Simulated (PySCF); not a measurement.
2-silylpropan-2-ol (C3H10OSi), SMILES CC(C)(O)[SiH3].

The structure is a stationary point at PBE-D3(BJ)/def2-SVP. One conformer was computed; it need not be the lowest.

The numbers are results of PBE-D3(BJ)/def2-SVP run with PySCF, not measurements.

Frequencies are harmonic and unscaled.

| mode | ν (cm⁻¹) | IR (km/mol) | moving atoms (share of kinetic energy) |
|---|---|---|---|
| 1 | 141 | 4.2 | H 95 % |
| 2 | 202 | 1.4 | H 38 %, O 29 %, C 21 %, Si 12 % |
| 3 | 206 | 5.2 | C 41 %, H 41 %, Si 12 % |
| 4 | 236 | 11.0 | H 92 % |
| 5 | 273 | 70.3 | H 97 % |
| 6 | 279 | 1.0 | H 86 %, O 9 % |
| 7 | 342 | 6.8 | Si 39 %, H 26 %, C 22 %, O 13 % |
| 8 | 357 | 1.3 | H 42 %, C 38 %, O 17 % |
| 9 | 421 | 29.1 | O 40 %, C 31 %, H 28 % |
| 10 | 590 | 1.5 | H 40 %, C 34 %, Si 15 %, O 10 % |
| 11 | 614 | 19.4 | H 78 %, Si 13 %, C 9 % |
| 12 | 618 | 39.1 | H 70 %, C 16 %, Si 13 % |
| 13 | 837 | 23.9 | C 47 %, H 33 %, O 20 % |
| 14 | 879 | 210.8 | H 89 %, Si 10 % |
| 15 | 894 | 4.7 | H 66 %, C 34 % |
| 16 | 909 | 18.7 | H 93 % |
| 17 | 912 | 34.4 | H 96 % |
| 18 | 945 | 14.4 | H 46 %, C 35 %, O 19 % |
| 19 | 963 | 1.0 | H 77 %, C 23 % |
| 20 | 1076 | 59.3 | H 62 %, C 32 % |
| 21 | 1149 | 17.4 | C 62 %, H 34 % |
| 22 | 1153 | 5.3 | C 75 %, H 24 % |
| 23 | 1297 | 30.5 | H 62 %, C 31 % |
| 24 | 1323 | 8.9 | H 75 %, C 25 % |
| 25 | 1339 | 3.9 | H 79 %, C 21 % |
| 26 | 1398 | 2.0 | H 96 % |
| 27 | 1402 | 1.0 | H 96 % |
| 28 | 1416 | 4.7 | H 95 % |
| 29 | 1428 | 14.4 | H 94 % |
| 30 | 2152 | 82.1 | H 98 % |
| 31 | 2173 | 87.3 | H 97 % |
| 32 | 2182 | 105.9 | H 96 % |
| 33 | 2939 | 15.1 | H 96 % |
| 34 | 2942 | 45.3 | H 96 % |
| 35 | 3028 | 3.7 | H 91 %, C 9 % |
| 36 | 3032 | 32.9 | H 91 %, C 9 % |
| 37 | 3068 | 7.0 | H 91 %, C 9 % |
| 38 | 3069 | 14.9 | H 91 %, C 9 % |
| 39 | 3631 | 2.4 | H 94 % |
